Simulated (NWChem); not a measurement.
C₂H₂F, doublet; SMILES C(F)=[CH]

```xyz
5

C      0.1712     1.2624     0.0000
C     -0.4310     0.0966     0.0000
F      0.2152    -1.0753     0.0000
H      1.1569     1.7188     0.0000
H     -1.5201    -0.0278     0.0000
```
Atoms are numbered in this order, from 1.

Program: NWChem. Geometry optimised at PBE0/def2-SVP; all other runs use it. Spin-unrestricted. In the optimisation the excess spin sits in a' (Cs, its own frame). Excited states of an open shell can be spin-contaminated.

```csv
quantity,level,value
cavity-dispersion-structure term (kcal/mol) in dimethyl sulfoxide,"M06-2X/def2-SVP, SMD",?
dipole (D),BP86/def2-TZVP,0.66
"vertical, lowest excitation (eV)","LDA (Slater exchange, VWN5)/def2-SVP, TDA",?
A(iso) 13C atom 1 (MHz),PBE/IGLO-II,300
highest harmonic frequency (cm⁻¹),PBE0/def2-SVP,3334
```

Task: Complete the blanks.

Result: 
- cavity-dispersion-structure term (kcal/mol) in dimethyl sulfoxide, value: 3.1
- vertical, lowest excitation (eV), value: 2.08
